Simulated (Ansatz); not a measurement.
System: C₂H₆O₃Si (charge 0, singlet). 
Coordinates optimised at B3LYP-D3(BJ)/def2-TZVP (Ansatz, a program for electronic structure):
SMILES: C=C[Si](O)(O)O
```xyz
12

C      2.3749    -0.5014    -0.2812
C      1.3807    -0.2840     0.5780
Si    -0.3590     0.0771     0.0654
O     -0.4303     0.4256    -1.5439
O     -1.3961    -1.1768     0.2802
O     -0.8642     1.2959     1.0357
H      2.2186    -0.4687    -1.3544
H      3.3852    -0.7261     0.0442
H      1.6025    -0.3358     1.6413
H      0.0853     1.1695    -1.8645
H     -1.4642    -1.8217    -0.4282
H     -1.8100     1.4581     1.0889
```

Basis-set convergence of Hartree-Fock and CCSD correlation energies (hartree) with Ansatz. Valence correlation only, unless marked. No spin-orbit coupling. No relativistic terms.

```csv
basis,functions,E(HF),"E(corr, CCSD)"
cc-pV(D+d)Z,123,-592.91501,-0.95790
cc-pV(T+d)Z,273,-593.04882,-1.18756
cc-pV(Q+d)Z,519,-593.07764,-1.26476
```

Extrapolating the two largest sets (X = 3 and 4) as X^-3: E(corr) = (64·(-1.26476) - 27·(-1.18756))/37 = -1.3211 Eh, an estimate of the basis-set limit. The largest set recovers 95.7 % of it, the smallest 72.5 %.
